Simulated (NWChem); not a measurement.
**Correlation energy of HClSi**

```
Si
H 1 1.5382
Cl 1 2.0903 2 95.27
```
Charge 0, spin multiplicity 1.

Everything below was run with NWChem. All single points use one geometry, from PBE0/def2-SVP, a minimum by its harmonic frequencies.

Basis set: cc-pVTZ. Each correlation energy counts from its own Hartree-Fock reference.

The correlated methods keep 10 core orbitals frozen. The structure started from a generated list of species. No row is a measurement; the coupled-cluster row has its own basis-set and correlation limits.

```json
[
 {"method": "CCSD+T(CCSD)", "correlation energy (mHa)": "(withheld)"},
 {"method": "CR-CCSD[T]", "correlation energy (mHa)": "-333.0"},
 {"method": "CCSD", "correlation energy (mHa)": "(withheld)"},
 {"method": "MP2", "correlation energy (mHa)": "-288.5"},
 {"method": "CR-CCSD(T)", "correlation energy (mHa)": "-332.8"},
 {"method": "RI-MP2", "correlation energy (mHa)": "-288.5"},
 {"method": "SCS-MP2", "correlation energy (mHa)": "-291.3"},
 {"method": "CCSD(T)", "correlation energy (mHa)": "-335.5"}
]
```

**Question.** Fill in the missing entries.

**Answer.** 
- CCSD+T(CCSD), correlation energy (mHa): -335.8
- CCSD, correlation energy (mHa): -322.2
